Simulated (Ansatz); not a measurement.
Dissociation curve of NaF, singlet.

Calculation: full CI/def2-SVP, frozen core in Ansatz (a first-principles code).

Question: Relative to R = 1.92 Å, what are the energies at R = 1.52, 2.24, 3.47, 6.70 Å?

Answer: 197.5 kJ/mol at 1.52 Å, 45.1 kJ/mol at 2.24 Å, 288.5 kJ/mol at 3.47 Å, 414.1 kJ/mol at 6.70 Å.
